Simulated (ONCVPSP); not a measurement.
## V (Z = 23): one change to an ONCV potential, before and after

```json
{
 "Element": "vanadium (V)",
 "Generator": "ONCVPSP 4.0.1",
 "Type": "optimised norm-conserving Vanderbilt (ONCV)",
 "Functional": "Wu-Cohen",
 "Relativity": "scalar-relativistic",
 "Frozen core": "[Ne]",
 "Valence charge": "13",
 "Reference configuration": "3s2 3p6 3d3 4s2",
 "Partial waves": "3s+4s: rc 1.50 bohr, ncon 4, nbas 7, qcut 10.1 1/bohr, 2 projectors; 3p: rc 1.45 bohr, ncon 5, nbas 9, qcut 12.1 1/bohr, 2 projectors, debl 2.6 Ha; 3d: rc 2.20 bohr, ncon 4, nbas 8, qcut 8.2 1/bohr, 2 projectors, debl 2.9 Ha",
 "Local potential": "polynomial inside 1.10 bohr (lpopt 5, dvloc0 4 Ha)",
 "Core correction": "none"
}
```

All-electron outer shells of the reference configuration (Wu-Cohen, scalar-relativistic, ld1.x):

| shell | level (eV) | outermost node (bohr) | outermost maximum (bohr) |
| --- | --- | --- | --- |
| 2p | -503.17 | – | 0.21 |
| 3s | -70.06 | 0.38 | 0.82 |
| 3p | -43.97 | 0.35 | 0.84 |
| 3d | -5.19 | – | 0.90 |
| 4s | -4.73 | 1.17 | 2.76 |

Change: s: qcut 7.7; p: qcut 9.2; d: qcut 6.2.

Cutoffs: the cutoffs (Ha) at which the residual kinetic energy of the hardest occupied pseudo-wave falls to 1 and 0.1 mHa per electron; they do not see the model core or the augmentation charge, which bear on the density cutoff. Errors are all-electron minus pseudo energies relative to the spin-unpolarised reference configuration.

**Question.** What does the change do?

**Answer.** The potential gets softer (32 Ha and 47 Ha → 23 Ha and 27 Ha); of the 4 tests that both files solve, the error grows in 4 and shrinks in 0 by more than 15 % and 0.3 meV (median size 60.5 → 97.1 meV); the range in which the d phases agree narrows (upper end 4.8 → 0.9); neither file shows a bound ghost.

```csv
quantity,base,changed
"cutoff, loose",32 Ha,23 Ha
"cutoff, tight",47 Ha,27 Ha
loose cutoff by channel,"s 29 Ha, p 32 Ha, d 23 Ha","s 21 Ha, p 23 Ha, d 17 Ha"
bound ghosts,none,none
GHOST(+) flags under 300 eV,none,none
"error for 3s2 3p6 3d3 4s1, meV [ΔE 7.76 eV]",+1.4,+2.7
"error for 3s2 3p6 3d3 4s0, meV [ΔE 21.91 eV]",+8.4,+12
"error for 3s2 3p6 3d2 4s0, meV [ΔE 50.79 eV]",+113,+182
"error for 3s1 3p6 3d3 4s2, meV [ΔE 77.26 eV]",-288,-473
s: phases at 1.52 bohr within 0.05 rad from the reference energy up to (Ha; the scan ends near 5),to the end of the scan,to the end of the scan
p: phases at 1.47 bohr within 0.05 rad from the reference energy up to (Ha; the scan ends near 5),to the end of the scan,to the end of the scan
d: phases at 2.23 bohr within 0.05 rad from the reference energy up to (Ha; the scan ends near 5),4.8,0.9
```
